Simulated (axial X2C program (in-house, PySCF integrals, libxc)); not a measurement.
Values are calculated unless marked as measured or tabulated.
BrVBr⁺: input and output of an open-shell CI run

Program: an in-house all-electron X2C program for linear molecules (integrals from PySCF).

Input and command:
```json
{"zs": [35, 23, 35], "q": 1, "bas": ["dyall-v3z", "dyall-v3z", "dyall-v3z"], "r0": 2.48, "metal": 1, "shells": [[2, [0, 1, 2], 2], [0, [0], 0], [1, [1], 0]], "fix": 0, "emax": 3.2, "nroots": 6}
```
```bash
python soci.py task.json out
```

Keys: zs atomic numbers; q charge; bas basis sets; r0 starting distance in Å; metal index of the metal atom; shells open shells as [l, |m| values, electrons]; fix electron count of the first shell held; emax energy window in eV; nroots roots for each Ω.

Output at Br–V–Br held linear, both bonds 2.301 Å:

```
average of configuration d2 s0 p(π)0
basis functions 253  fitting functions 1610
iter      average energy  largest gradient
   1      -6146.194789647   1.39e+01
   2      -6148.109361635   1.28e+01
   3      -6149.512035698   1.12e+01
   4      -6151.419207530   8.91e+00
   5      -6153.957986180   5.34e+00
   6      -6154.627667136   3.12e+00
   7      -6154.886166399   3.98e-01
   8      -6154.922952736   2.42e-01
   9      -6154.940392535   7.35e-02
  10      -6154.942648384   2.75e-02
  11      -6154.943090279   1.92e-02
  12      -6154.943206955   7.51e-03
  13      -6154.943231769   3.84e-03
  14      -6154.943240920   2.50e-03
  15      -6154.943243459   1.27e-03
  16      -6154.943244594   6.26e-04
  17      -6154.943244844   2.97e-04
  18      -6154.943244891   1.40e-04
  19      -6154.943244902   1.14e-04
  20      -6154.943244906   8.00e-05
  21      -6154.943244909   2.40e-05
  22      -6154.943244909   1.76e-05
converged
CI levels
2*Omega        energy/Eh    cm-1   g(par)  dipole/D  leading shell counts
    4     -6154.99864355        0   1.996   11.052  {'2 0 0': 1.0}
    0     -6154.99674784      416   0.000   11.052  {'2 0 0': 1.0}
    2     -6154.99664391      439   3.998   11.052  {'2 0 0': 1.0}
    6     -6154.99604289      571   6.000   11.052  {'2 0 0': 1.0}
    8     -6154.99343827     1142  10.003   11.052  {'2 0 0': 1.0}
    2     -6154.98541226     2904   0.009   11.052  {'2 0 0': 1.0}
    4     -6154.98481223     3036   4.029   11.052  {'2 0 0': 1.0}
    6     -6154.98415365     3180   8.004   11.052  {'2 0 0': 1.0}
    4     -6154.98241923     3561   5.975   11.052  {'2 0 0': 1.0}
    2     -6154.98166763     3726   1.993   11.052  {'2 0 0': 1.0}
    0     -6154.98082966     3910   0.000   11.052  {'2 0 0': 1.0}
    0     -6154.98075185     3927   0.000   11.052  {'2 0 0': 1.0}
    0     -6154.95454881     9678   0.000   11.052  {'2 0 0': 1.0}
    8     -6154.95206937    10222   8.001   11.052  {'2 0 0': 1.0}
    2     -6154.94059842    12739   2.007   11.052  {'2 0 0': 1.0}
    0     -6154.92583038    15981   0.000   11.052  {'2 0 0': 1.0}
    2     -6154.92575244    15998   3.996   11.052  {'2 0 0': 1.0}
    4     -6154.92471940    16224   4.001   11.052  {'2 0 0': 1.0}
    6     -6154.91391598    18596   6.000   11.052  {'2 0 0': 1.0}
    0     -6154.89541745    22656   0.000   11.052  {'2 0 0': 1.0}
    0     -6154.89539200    22661   0.000   11.052  {'2 0 0': 1.0}
    2     -6154.89382735    23004   2.000   11.052  {'2 0 0': 1.0}
    4     -6154.89201404    23402   6.003   11.052  {'2 0 0': 1.0}
```

Dipoles in the output refer to the first atom as origin, so for this ion they depend on that choice.

There is no dynamic correlation: spin–orbit spacings and, for f shells, spacings inside one term are the most reliable numbers, splittings between terms come out too wide, and energies between configurations are not reliable, so the lowest level need not be the ground state of the molecule. For d shells the ligand-field splittings (σ, π, δ) and their order can be off by a thousand cm⁻¹ or more. At most 6 roots were kept for each Ω > 0 (twice that for Ω = 0) within 3.2 eV of the lowest, so higher up levels can be missing between those listed; levels with Ω > 0 are doubly degenerate and listed once, Ω = 0 levels singly. Some active spinors are only partly of the character that their shell is named for, so the shell names and counts are nominal. States that fill the shells left empty in the average are placed too high. The molecule was held linear; bending was not examined.
